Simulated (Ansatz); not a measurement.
Two isomers of C3H6AlF: A = `C/[C]([AlH2])=C\F`, B = `F[C@H]1C[C@@H]1[AlH2]`.

Calculated with Ansatz (gas phase, PBE0-D4/def2-TZVP geometries, no zero-point term in ΔE). CCSD(T)/CBS adds triple-zeta CCSD(T) − MP2 to the extrapolated MP2 energy (def2 sets, frozen cores). Functionals use def2-TZVPP. B3LYP here is the variant with VWN-RPA as its local correlation; programs differ in this.

A:

Z-matrix (Å, degrees):
```
C
C 1 1.502
H 1 1.094 2 110.9
H 1 1.094 2 110.9 3 -117.8
H 1 1.091 2 112.5 3 121.1
Al 2 1.937 1 125.7 3 59.0
C 2 1.330 1 121.7 3 -121.0
H 6 1.587 2 117.5 1 180.0
H 6 1.587 2 120.6 1 -0.0
F 7 1.343 2 123.6 1 0.0
H 7 1.086 2 125.8 1 -180.0
```

B:

```xyz
11

F     1.438   -1.270    1.495
C     1.025   -0.534    0.421
C     0.081   -1.165   -0.509
C    -0.393   -0.044    0.433
Al   -0.876    1.698   -0.248
H     1.830    0.095    0.055
H    -0.237   -2.170   -0.261
H     0.177   -0.965   -1.571
H    -0.940   -0.437    1.286
H    -2.077    2.530    0.369
H    -0.028    2.262   -1.469
```

Problem. Which isomer does CCSD(T)/CBS put lower? Give the gap. (Estimate.)

Solution. The calculation gave: A, by 51.8 kJ/mol.

Problem. Give E(B) − E(A) in kJ/mol with CCSD/def2-TZVPP, PBE-D4, MP2/def2-TZVPP, B3LYP, B3LYP-D4, HF/def2-TZVPP, CCSD(T)/def2-TZVPP. (Best estimate.)

Solution. Ansatz gave: CCSD/def2-TZVPP 49.7, PBE-D4 49.3, MP2/def2-TZVPP 44.8, B3LYP 59.6, B3LYP-D4 60.8, HF/def2-TZVPP 58.4, CCSD(T)/def2-TZVPP 52.2. None reverses the order clearly.

Largest T1 diagnostic: 0.012.

From PBE to PBE0 (25 % exact exchange), in def2-TZVPP and without D4, E(B) − E(A) moves by −8.2 kJ/mol. In def2-TZVPP, CCSD(T) changes the Hartree–Fock value by −6.2 kJ/mol (the triples alone add +2.5 kJ/mol) and MP2 by −13.6 kJ/mol.
